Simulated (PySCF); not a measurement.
C2H4AsO2 (charge -1).
SMILES with atom numbers: `[O:1]=[C:2]([O-:3])[CH2:4][AsH2:5]` (hydrogens: H6, H7 on C4; H8, H9 on As5)
Bond orders are those of one Lewis drawing.

Computed by this run: PBE0-D3(BJ)/def2-SVP geometry optimisation, gas phase in PySCF; density fitting, grid level 1; the optimiser is geomeTRIC in internal coordinates, started from a GFN2-xTB structure.

Step 0: E = -67049.4290 eV
```
atom  x, y, z in Å  |  force x, y, z in eV/Å
O1      1.0098    0.8339   -1.2263   -0.138   0.017  -0.278
C2      1.0609    0.6260    0.0136    0.217   0.172   0.023
O3      1.8557    1.0987    0.8249    0.140  -0.014   0.513
C4     -0.0438   -0.3588    0.4993    0.393   0.343  -0.212
As5    -0.9758   -0.6797   -1.1827   -0.307  -0.812  -0.049
H6     -0.6619    0.0821    1.2887   -0.107   0.067   0.111
H7      0.4143   -1.2695    0.9050    0.007  -0.199   0.019
H8     -2.2292   -1.3718   -0.5110   -0.026  -0.115  -0.043
H9     -1.7772    0.5860   -1.1766   -0.180   0.542  -0.084
```

Step 1: E = -67049.4942 eV
```
atom  x, y, z in Å  |  force x, y, z in eV/Å
O1      1.0545    0.8927   -1.2128    0.174   0.151   0.019
C2      1.1005    0.6514    0.0186   -0.175  -0.133  -0.042
O3      1.8723    1.0661    0.8913    0.009  -0.001  -0.062
C4     -0.0241   -0.3369    0.4681   -0.029  -0.025  -0.021
As5    -1.0424   -0.7438   -1.1687    0.084   0.308  -0.036
H6     -0.6495    0.1005    1.2625    0.031  -0.017   0.006
H7      0.4089   -1.2705    0.8682    0.003   0.040   0.018
H8     -2.2515   -1.3975   -0.4572   -0.231  -0.145   0.133
H9     -1.8160    0.5848   -1.2351    0.134  -0.179  -0.015
```

Q: Estimate the geometry and energy of step 2. (The exact step hangs on the optimiser's Hessian estimate; all steps are aligned on step 1, rigid shifts and turns removed.)

A: E = -67049.4902 eV, largest force 0.535 eV/Å
```
atom  x, y, z in Å  |  force x, y, z in eV/Å
O1      1.0976    0.9373   -1.2037   -0.395  -0.290  -0.027
C2      1.1010    0.6510    0.0190    0.328   0.330  -0.265
O3      1.8799    1.0589    0.8880   -0.096  -0.189   0.392
C4     -0.0293   -0.3370    0.4601    0.086   0.096  -0.106
As5    -1.0560   -0.7519   -1.1655   -0.056  -0.034   0.063
H6     -0.6491    0.1004    1.2580    0.021   0.012  -0.005
H7      0.4047   -1.2681    0.8628    0.020   0.023  -0.004
H8     -2.2809   -1.4121   -0.4378    0.078   0.038  -0.046
H9     -1.8154    0.5683   -1.2461    0.014   0.015  -0.002
```

The energy changes by +0.0040 eV. The first-order estimate −F·Δx gives -0.0258 eV and the mean of the old and new forces, exact on a quadratic surface, +0.0037 eV. The step makes an angle of 57° with the force vector and moves no atom by more than 0.063 Å. The energy falls at the start of this step and ends higher, so the step passed the lowest point of its straight line.

What follows is the cost of the whole optimisation. Hardware: one thread of an x86-64 server, shared host. Cost: 18 s of wall time.
